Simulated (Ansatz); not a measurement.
Two isomers of CH6SeSi2: A = `[SiH3]C([SiH3])=[Se]`, B = `C1[SiH2][SiH2][Se]1`.

Gas-phase electronic energies from Ansatz, PBE0-D4/def2-TZVP geometries. CCSD(T)/CBS is the MP2 limit (def2-TZVPP, def2-QZVPP) plus CCSD(T) − MP2 in def2-TZVPP, frozen cores. Functionals use def2-TZVPP. B3LYP here is the variant with VWN-RPA as its local correlation; programs differ in this. For Se outer-core shells are correlated without core-valence functions, which leaves a few kJ/mol of doubt a bond. Scalar relativity is left out up to krypton.

A:

Z-matrix (Å, degrees):
```
Si
C 1 1.877
H 1 1.481 2 110.7
H 1 1.488 2 107.8 3 121.0
H 1 1.489 2 109.2 3 -122.1
Si 2 1.877 1 120.4 3 163.8
Se 2 1.767 1 119.8 3 -16.3
H 6 1.489 2 109.2 1 42.2
H 6 1.481 2 110.7 1 164.3
H 6 1.488 2 107.8 1 -74.7
```

B:

Z-matrix (Å, degrees):
```
Si
Si 1 2.324
Se 1 2.964 2 49.9
C 1 1.893 2 88.2 3 -17.1
H 1 1.487 2 110.4 3 93.5
H 1 1.491 2 122.6 3 -136.6
H 2 1.486 1 120.6 3 -111.4
H 2 1.489 1 118.8 3 111.4
H 4 1.090 1 115.3 2 136.5
H 4 1.089 1 114.0 2 -95.8
```

Question: Which is lower in electronic energy at CCSD(T)/CBS, and by how much? (An estimate is asked.)

Answer: The calculation gave: B, by 147.9 kJ/mol.

Question: Give E(B) − E(A) in kJ/mol with HF/def2-TZVPP, ωB97M-V, CCSD(T)/def2-TZVPP, B3LYP-D4, PBE-D4, B2PLYP, PBE0-D4. (Estimate.)

Answer: Computed: HF/def2-TZVPP -139.6, ωB97M-V -157.9, CCSD(T)/def2-TZVPP -143.7, B3LYP-D4 -142.1, PBE-D4 -166.4, B2PLYP -140.2, PBE0-D4 -179.0. None reverses the order clearly.

Largest T1 diagnostic: 0.014.

From PBE to PBE0 (25 % exact exchange), in def2-TZVPP and without D4, E(B) − E(A) moves by −12.9 kJ/mol. In def2-TZVPP, CCSD(T) changes the Hartree–Fock value by −4.0 kJ/mol (the triples alone add +3.5 kJ/mol) and MP2 by −8.4 kJ/mol.
